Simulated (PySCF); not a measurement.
This PySCF input asks for the NMR shieldings of SMILES O1[SiH](CC=C)OCC1, C₅H₁₀O₂Si; the geometry comes from GFN2-xTB.

```python
import basis_set_exchange as bse
import numpy as np
from pyscf import gto, dft
from pyscf.prop import nmr

atoms = """
C     3.085826    0.774879    0.211777
C     2.440569   -0.300706   -0.199901
C     1.362244   -0.300853   -1.224877
Si   -0.287431   -0.826773   -0.461082
O    -0.850960    0.263158    0.625913
C    -2.216069    0.495562    0.441110
C    -2.590907    0.060948   -0.993718
O    -1.557700   -0.732249   -1.498879
H     2.870185    1.751018   -0.190937
H     3.850555    0.729490    0.967966
H     2.670318   -1.269836    0.222199
H     1.607208   -1.023657   -2.002815
H     1.294344    0.683010   -1.690404
H    -0.264703   -2.170946    0.117214
H    -2.415316    1.556170    0.608943
H    -2.776872   -0.094345    1.172660
H    -2.711935    0.929296   -1.648525
H    -3.518114   -0.517848   -0.997818
"""
names = dict.fromkeys(["C", "Si", "O", "H"], "pcSseg-1")
basis = {el: gto.basis.parse(bse.get_basis(n, elements=[el], fmt="nwchem")) for el, n in names.items()}
mol = gto.M(atom=atoms, basis=basis, charge=0, verbose=0)
mf = dft.RKS(mol, xc="PBE0")
mf.grids.level = 2
mf.grids.alignment = dft.numint.BLKSIZE   # the property module wants whole blocks of grid points
mf.conv_tol = 1e-9
mf.kernel()

calc = nmr.RKS(mf)   # GIAO
C = mf.mo_coeff
Co = C[:, mf.mo_occ > 0]
resp = mf.gen_response(singlet=True, hermi=2)
def vind(x):   # induced exchange potential for any number of trial vectors
    d = np.einsum("pi,xij,qj->xpq", C, 2 * x.reshape(-1, C.shape[1], Co.shape[1]), Co, optimize=True)
    return np.einsum("xpq,pi,qj->xij", resp(d - d.transpose(0, 2, 1)), C, Co, optimize=True).ravel()
mo1, _ = nmr.rhf.solve_mo1(calc, with_cphf=vind)
sigma = calc.kernel(mo1)
for i, s in enumerate(sigma):   # ppm
    w = np.linalg.eigvalsh((s + s.T) / 2)
    print("%2d %-2s iso %8.1f  s11 %8.1f  s22 %8.1f  s33 %8.1f" % (i, mol.atom_pure_symbol(i), w.mean(), *w))
```

Q: What does it print?

A: 
```
 0 C  iso     64.3  s11    -48.7  s22     85.2  s33    156.5
 1 C  iso     49.7  s11    -71.1  s22     53.2  s33    167.0
 2 C  iso    157.2  s11    139.8  s22    158.7  s33    173.0
 3 Si iso    346.7  s11    309.5  s22    363.0  s33    367.7
 4 O  iso    298.0  s11    249.7  s22    286.3  s33    358.0
 5 C  iso    121.6  s11     88.0  s22    111.2  s33    165.4
 6 C  iso    121.4  s11     89.5  s22    109.9  s33    164.8
 7 O  iso    302.2  s11    246.0  s22    289.5  s33    371.0
 8 H  iso     26.3  s11     22.7  s22     25.7  s33     30.4
 9 H  iso     26.4  s11     23.3  s22     25.5  s33     30.5
10 H  iso     25.7  s11     23.6  s22     25.0  s33     28.6
11 H  iso     29.9  s11     25.8  s22     28.9  s33     35.0
12 H  iso     29.9  s11     26.7  s22     29.5  s33     33.6
13 H  iso     26.7  s11     22.9  s22     24.4  s33     33.0
14 H  iso     27.4  s11     23.3  s22     25.6  s33     33.4
15 H  iso     27.6  s11     22.5  s22     25.8  s33     34.4
16 H  iso     27.5  s11     22.8  s22     25.5  s33     34.1
17 H  iso     27.5  s11     23.3  s22     25.6  s33     33.6
```

These numbers come from an equivalent density-fitted implementation of the same equations, which agrees with the script to about 0.01 ppm for H and up to a few tenths of a ppm for heavy atoms, so last digits may differ.

Q: Turn these shieldings into chemical shifts. δ = σ(ref) − σ, references computed at the same level: 13C (σref 186.93) and 29Si (σref 349.16) and 1H (σref 31.72) vs TMS; 17O (σref 336.08) vs H2O.

A: Averaging equivalent atoms: C 1: 137.2; C 0: 122.6; C 5/6: 65.4; C 2: 29.8; Si 3: 2.4; O 4/7: 36.0; H 10: 6.01; H 8: 5.44; H 9: 5.29; H 13: 4.99; H 14/16: 4.27; H 15/17: 4.18; H 11/12: 1.80 ppm. Experimental scales use liquid or dissolved standards, which lie at an offset from isolated H2O (liquid H2O: subtract about 36 ppm).

Size and cost of the density-fitted run: 193 basis functions, 30 s wall time on 1 thread of an Arm Neoverse V2, shared host; peak memory 0.85 GiB.
